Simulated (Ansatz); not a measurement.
One change: `CC(C)OB(O)Cl` becomes `CC(C)[O][AlH][F]`.

Ansatz, PBE0-D4/def2-TZVP geometries, multiplicity 1. Each molecule was computed in one conformer, which needn't be the lowest.

| property | `CC(C)OB(O)Cl` |
| --- | --- |
| size of the dipole moment (ωB97M-V/def2-TZVPP) / D | 2.66 |
| HOMO energy (ωB97M-V/def2-TZVPP) / eV | -11.07 |
| size of the dipole moment (PBE/def2-TZVPP) / D | 2.60 |
| LUMO energy (PBE0/def2-TZVPP) / eV | 0.76 |
| HOMO–LUMO gap (PBE0/def2-TZVPP) / eV | 9.47 |
| HOMO energy (PBE0/def2-TZVPP) / eV | -8.72 |

Question: What does the change do to each property? (An estimate is asked.)

Answer: Ansatz gave: 
```
                                          property  `CC(C)[O][AlH][F]`  shift
size of the dipole moment (ωB97M-V/def2-TZVPP) / D                1.33  -1.33
             HOMO energy (ωB97M-V/def2-TZVPP) / eV              -10.67   0.40
    size of the dipole moment (PBE/def2-TZVPP) / D                1.35  -1.25
                LUMO energy (PBE0/def2-TZVPP) / eV               -0.40  -1.16
              HOMO–LUMO gap (PBE0/def2-TZVPP) / eV                7.87  -1.60
                HOMO energy (PBE0/def2-TZVPP) / eV               -8.27   0.45
```

With PBE0 the HOMO rises by 0.45 eV and the LUMO falls by 1.16 eV, so the gap narrows by about 1.61 eV. PBE moves the HOMO by 0.39 eV and ωB97M-V by 0.40 eV. Dipoles are sizes alone; their direction can turn.
